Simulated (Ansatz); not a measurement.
C2H7MgN, SMILES `C[N](C)[MgH]`, relaxed with RKS PBE0-D4/def2-TZVP in the Gaussian-basis code of Ansatz from a PBE-D4/def2-SVP geometry. The force threshold is 0.005 eV/Å; the program also tests the step.

Total charge 0; spin multiplicity 1.

Start:

```xyz
11

C    -1.139    0.418    0.560
N     0.009   -0.213   -0.054
C     1.057    0.747   -0.325
Mg    0.144   -2.098   -0.428
H    -1.580    1.230   -0.078
H    -0.898    0.900    1.545
H    -1.956   -0.313    0.754
H     1.439    1.250    0.603
H     1.936    0.269   -0.814
H     0.722    1.574   -1.006
H     0.266   -3.766   -0.756
```

```
step  energy (eV)  largest force (eV/Å)  largest move (Å)
   1   -9116.1487                 0.509             0.000
   2   -9116.1861                 0.157             0.023
   3   -9116.1904                 0.034             0.011
   4   -9116.1904                 0.011             0.004
   5   -9116.1905                 0.009             0.008
   6   -9116.1905                 0.003             0.003
```

End:

```xyz
11

C    -1.125    0.417    0.557
N     0.014   -0.221   -0.046
C     1.047    0.743   -0.317
Mg    0.140   -2.076   -0.430
H    -1.562    1.197   -0.090
H    -0.874    0.911    1.513
H    -1.924   -0.302    0.772
H     1.399    1.252    0.597
H     1.925    0.276   -0.778
H     0.710    1.538   -1.005
H     0.252   -3.734   -0.773
```

It took 13 s on 4 threads of a server CPU on a shared host, with 0.41 GiB of host memory at the peak.
